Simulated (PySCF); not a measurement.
NICS in isomers of C8H7N.

Definitions: NICS(0) = −σiso at the ring centroid; NICS(1) = −σiso and NICS(1)zz = −σzz at ±1 Å along the ring normal z. Level: GIAO PBE0/pcSseg-1 (PySCF, non-relativistic, gas phase) on the GFN2-xTB geometries, one conformer each. Atom numbers follow the mapped SMILES.

Task: Order these rings by mean NICS(1)zz, lowest (most negative) first (ppm).
A. ring C4–C5–C6–N7–C8–C9 in `[CH3:1][C:2]#[C:3][c:4]1[cH:5][cH:6][n:7][cH:8][cH:9]1`
B. ring C2–C3–C4–C8 in `[CH2:1]=[C:2]1[CH:3]=[C:4]([CH2:5][C:6]#[N:7])[C:8]1=[CH2:9]`
C. ring C4–C5–C6–C7–C8–N9 in `[CH:1]#[C:2][CH2:3][c:4]1[cH:5][cH:6][cH:7][cH:8][n:9]1`

Result: C (-28.0), A (-26.9), B (2.8).

```tsv
SMILES	ring	NICS(0)	NICS(1)	NICS(1)zz	HOMA	rms pucker (Å)	ring atoms with four or more neighbours
C#CCc1ccccn1	6-membered ring with N; formal bonds all aromatic	-7.3	-11.2	-28.0	0.99	0.00	0
CC#Cc1ccncc1	6-membered ring with N; formal bonds all aromatic	-7.2	-10.9	-26.9	0.99	0.00	0
C=C1C=C(CC#N)C1=C	4-membered carbocycle; formal bonds 1 double, 3 single	4.5	-2.7	2.8	-0.82	0.00	0
```

NICS(0) gives the same order. The isotropic NICS(1) gives the same order. HOMA uses Krygowski's 1993 parameters. NICS(1) and NICS(1)zz are means over the two faces.
